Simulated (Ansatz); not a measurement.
Reaction (cleavage of the Si–Al bond): `F[SiH2][AlH2]` + `C[SiH2]O` → `C[SiH2]O[SiH2]F` + `[AlH3]`

Gas-phase electronic energies from Ansatz, PBE0-D4/def2-TZVP geometries. CCSD(T)/CBS adds triple-zeta CCSD(T) − MP2 to the extrapolated MP2 energy (def2 sets, frozen cores). This one scheme is used for every species. DFT in def2-TZVPP. B3LYP here is the variant with VWN-RPA as its local correlation; programs differ in this. One conformer a species, not always the lowest.

(1) Is it downhill or uphill in electronic energy at CCSD(T)/CBS, and by how much? (Estimate.)

(2) What do these levels give: PBE-D4, revPBE-D4, B3LYP-D4, r2SCAN0-D4, CAM-B3LYP-D4, B2PLYP, PBE-QIDH, CAM-B3LYP, MP2/def2-SVP, CCSD(T)/def2-SVP, HF/def2-QZVPP, MP2/CBS(def2)? (Best estimate.)

Largest T1 diagnostic among the species: 0.012.

Results:

(1) The calculation gave: Downhill: ΔE = -1.48 eV.

(2) Computed: PBE-D4 -1.19, revPBE-D4 -1.22, B3LYP-D4 -1.49, r2SCAN0-D4 -1.47, CAM-B3LYP-D4 -1.56, B2PLYP -1.51, PBE-QIDH -1.44, CAM-B3LYP -1.52, MP2/def2-SVP -1.58, CCSD(T)/def2-SVP -1.49, HF/def2-QZVPP -1.73, MP2/CBS(def2) -1.58 eV.

From BLYP to BHLYP (50 % exact exchange), in def2-TZVPP and without D4, ΔE moves by −0.22 eV. The D4 term adds −0.06 eV with B3LYP and −0.04 eV with PBE0; it sums over pairs of atoms, weighted by their polarisabilities, and B3LYP, whose exchange is more repulsive, gets the larger term.
